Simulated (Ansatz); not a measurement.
Ansatz (a first-principles code) input (CAM-B3LYP/def2-TZVPD):

Ansatz 0.2 input:
```yaml
crystal:
  periodic: [false, false, false]
  atoms:
    - {symbol: B, position_ang: [-0.01632837, 0.70064774, -0.02212668]}
    - {symbol: Cl, position_ang: [1.51843406, -0.12274083, 0.01539562]}
    - {symbol: Cl, position_ang: [-1.51105255, -0.19399853, -0.00539289]}
    - {symbol: H, position_ang: [-0.04384379, 1.88133042, -0.05941303]}
basis:
  gaussian:
    orbitals: def2-TZVPD
hamiltonian:
  xc: {name: CAM-B3LYP}
output: {forces: true}
```

End of the output:

```
integrals: 0.07 GiB planned
808 factors; their error is unknown
integrals: 0.10 GiB planned
239 factors; integrals over basis functions are off by at most 5.0e-5 eV
mean field: 0.60 GiB planned
mean field evaluation 1: about -25740.7260 eV, gradient 1.1e1 eV
mean field evaluation 2: about -25741.0043 eV, gradient 6.7e0 eV
mean field evaluation 4: about -25741.0714 eV, gradient 3.6e-1 eV
mean field evaluation 8: about -25741.1108 eV, gradient 1.0e-1 eV
mean field evaluation 16: about -25741.1108 eV, gradient 2.5e-5 eV
mean field -25741.11077817 eV, -945.9683731463 hartree, gradient 2.5e-5 eV, S^2 0.000000; 0 other end points of the search recorded, 0 dependent functions left out
the calculation of the forces begins
reference -25741.11090448 eV, -945.9683777881 hartree; 20, 20 occupied and 118, 118 virtual orbitals, 808 factors
Total energy: -25741.11090448 eV, -945.9683777881 hartree
Atom 0 at    -0.016328     0.700648    -0.022127 Å, force     0.003426    -0.147026     0.004643 eV/Å
Atom 1 at     1.518434    -0.122741     0.015396 Å, force    -0.175568     0.077607    -0.003772 eV/Å
Atom 2 at    -1.511053    -0.193999    -0.005393 Å, force     0.171760     0.085777    -0.001388 eV/Å
Atom 3 at    -0.043844     1.881330    -0.059413 Å, force     0.000381    -0.016358     0.000517 eV/Å
Dipole moment:    -0.002681     0.115053    -0.003633 e Å
```
